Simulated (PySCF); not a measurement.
# S²⁺ (sulfur, charge +2) across methods

[Ne] 3s2 3p1 3d1, one real determinant (an excited configuration). Computed with PySCF 2.14 in aug-cc-pV(Q+d)Z, with the non-relativistic Hamiltonian (point nucleus).

```csv
method,E (hartree),mean ε 3s β (eV),mean ε 3p α (eV),mean ε 3d α (eV),Σ⟨r²⟩ (bohr²),⟨S²⟩
PW91,-396.3143,-39.433,-30.417,-15.599,17.30,2.001
PBE0,-396.1754,-40.877,-32.005,-16.276,17.44,2.002
r2SCAN,-396.2788,-39.638,-30.803,-15.590,17.33,2.003
PBE,-396.1594,-39.361,-30.352,-15.550,17.32,2.001
B3LYP,-396.3397,-40.756,-31.586,-16.121,17.43,2.001
wB97M-V,-396.3090,-43.587,-34.009,-18.173,17.59,2.001
M06,-396.3104,-40.865,-31.601,-16.062,17.37,2.001
UHF,-395.72600,-44.145,-36.402,-17.693,18.23,2.007
LDA,-394.9373,-39.555,-30.291,-15.362,17.33,2.000
```

⟨L²⟩ = 8.01 against 12 for a pure F term, so this real determinant mixes terms. The outer electron is Rydberg-like, and this basis confines it to a smaller radius and binds it less than a complete one would.
